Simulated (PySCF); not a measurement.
1-silylprop-2-en-1-one (C3H6OSi), SMILES C(=O)(C=C)[SiH3].

Geometry optimised at ωB97X-D3(BJ)/def2-SVP. Other conformers were not sampled.

Calculation: PBE/def2-TZVP in PySCF.

Symmetry labels are those of the subgroup Cs that the program uses (full group Cs).

Computed valence orbital energies around the gap with their symmetry:
```json
[
 {"orbital": "HOMO−7", "symmetry": "A'", "energy (eV)": "-11.02"},
 {"orbital": "HOMO−6", "symmetry": "A\"", "energy (eV)": "-10.22"},
 {"orbital": "HOMO−5", "symmetry": "A'", "energy (eV)": "-9.70"},
 {"orbital": "HOMO−4", "symmetry": "A'", "energy (eV)": "-9.24"},
 {"orbital": "HOMO−3", "symmetry": "A'", "energy (eV)": "-8.52"},
 {"orbital": "HOMO−2", "symmetry": "A\"", "energy (eV)": "-8.49"},
 {"orbital": "HOMO−1", "symmetry": "A\"", "energy (eV)": "-7.28"},
 {"orbital": "HOMO", "symmetry": "A'", "energy (eV)": "-5.60"},
 {"orbital": "LUMO", "symmetry": "A\"", "energy (eV)": "-3.32"},
 {"orbital": "LUMO+1", "symmetry": "A\"", "energy (eV)": "-0.26"},
 {"orbital": "LUMO+2", "symmetry": "A'", "energy (eV)": "-0.24"},
 {"orbital": "LUMO+3", "symmetry": "A'", "energy (eV)": "0.47"}
]
```
